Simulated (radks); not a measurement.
All-electron atom: Cl2+ in [Ne] 3s2 3p3.

Calculated with a radial shooting solver on a logarithmic mesh with Libxc functionals: non-relativistic Kohn-Sham, r2SCAN, spin-polarised, spherical densities, point nucleus; open shells are filled with parallel spins first; meta-GGA in the generalised Kohn-Sham scheme.

Energy parts (Ry):
total: -917.55935
kinetic: 916.58578
electron-nucleus: -2154.13629
Hartree: 374.93656
exchange-correlation: -54.94539

Orbitals (lengths in bohr, moments of r in powers of bohr; r(max) is where P^2 peaks):
| orbital | occ. | eigenvalue (Ry) | r(max) |
|---|---|---|---|
| 1s up | 1 | -204.5828 | 0.05993 |
| 1s down | 1 | -204.5199 | 0.05992 |
| 2s up | 1 | -20.86749 | 0.3627 |
| 2s down | 1 | -20.83299 | 0.3632 |
| 2p up | 3 | -16.36662 | 0.3021 |
| 2p down | 3 | -16.29561 | 0.3029 |
| 3s up | 1 | -3.49895 | 1.253 |
| 3s down | 1 | -3.09547 | 1.254 |
| 3p up | 3 | -2.48205 | 1.347 |
| 3p down | 0 | -2.10321 | 1.354 |

The highest occupied level is 3p up at -33.770 eV. Spin moment in Bohr magnetons: 3. The electron density at the nucleus is 3225 e/bohr^3.
